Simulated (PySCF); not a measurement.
Spinor energies of Gd³³⁺ (gadolinium, charge +33)

Start: [Ar] 3d10 4s2 4p1; 4p3/2 filled at m_j = +3/2. Calculated with PySCF 2.14 in an even-tempered Gaussian basis (17 s from 3.3 bohr⁻², ratio 2.8; 13 p from 4.3 bohr⁻², ratio 2.8; 8 d from 7.6 bohr⁻², ratio 2.8; 4 f from 19 bohr⁻², ratio 3): generalised Hartree-Fock with the X2C-1e Hamiltonian and a Gaussian nucleus; one run each with spin-orbit coupling (SO) screened by Boettger's factors, then bare. This is a chosen level, not necessarily the ground level.

```json
{"spinor shell": "1s1/2", "electrons": "2", "ε, screened SO (eV)": "-51799.7", "ε, bare SO (eV)": "-51799.0", "weight of nominal j (bare SO)": "1.000", "rms radius, bare SO (bohr)": "0.0249"}
{"spinor shell": "2s1/2", "electrons": "2", "ε, screened SO (eV)": "-9741.5", "ε, bare SO (eV)": "-9741.3", "weight of nominal j (bare SO)": "1.000", "rms radius, bare SO (bohr)": "0.101"}
{"spinor shell": "2p1/2", "electrons": "2", "ε, screened SO (eV)": "-9302.7", "ε, bare SO (eV)": "-9320.8", "weight of nominal j (bare SO)": "1.000", "rms radius, bare SO (bohr)": "0.0861"}
{"spinor shell": "2p3/2", "electrons": "4", "ε, screened SO (eV)": "-8600.6", "ε, bare SO (eV)": "-8594.0", "weight of nominal j (bare SO)": "1.000", "rms radius, bare SO (bohr)": "0.0926"}
{"spinor shell": "3s1/2", "electrons": "2", "ε, screened SO (eV)": "-3142.7", "ε, bare SO (eV)": "-3142.6", "weight of nominal j (bare SO)": "1.000", "rms radius, bare SO (bohr)": "0.257"}
{"spinor shell": "3p1/2", "electrons": "2", "ε, screened SO (eV)": "-2951.8", "ε, bare SO (eV)": "-2955.7", "weight of nominal j (bare SO)": "1.000", "rms radius, bare SO (bohr)": "0.248"}
{"spinor shell": "3p3/2", "electrons": "4", "ε, screened SO (eV)": "-2799.9", "ε, bare SO (eV)": "-2798.5", "weight of nominal j (bare SO)": "1.000", "rms radius, bare SO (bohr)": "0.261"}
{"spinor shell": "3d3/2", "electrons": "4", "ε, screened SO (eV)": "-2484.4", "ε, bare SO (eV)": "-2488.1", "weight of nominal j (bare SO)": "1.000", "rms radius, bare SO (bohr)": "0.231"}
{"spinor shell": "3d5/2", "electrons": "6", "ε, screened SO (eV)": "-2451.5", "ε, bare SO (eV)": "-2449.1", "weight of nominal j (bare SO)": "1.000", "rms radius, bare SO (bohr)": "0.235"}
{"spinor shell": "4s1/2", "electrons": "2", "ε, screened SO (eV)": "-1428.8", "ε, bare SO (eV)": "-1428.8", "weight of nominal j (bare SO)": "1.000", "rms radius, bare SO (bohr)": "0.548"}
{"spinor shell": "4p3/2", "electrons": "1", "ε, screened SO (eV)": "-1319.3", "ε, bare SO (eV)": "-1318.9", "weight of nominal j (bare SO)": "1.000", "rms radius, bare SO (bohr)": "0.559"}
```

```csv
quantity,screened SO,bare SO
E (hartree),-10664.18891,-10664.69302
M_J,3/2,3/2
⟨J²⟩,3.751,3.751
⟨L²⟩,2.032,2.034
⟨S²⟩,0.781,0.784
```

Each row is a mean over spinors that exchange with the open shell spreads, by up to 10.403 eV (4s1/2).

Breit and QED terms are absent; they matter most for the inner s and p1/2 levels.

Densities and radii are taken from the X2C orbitals without a picture-change correction, which distorts them close to the nucleus.
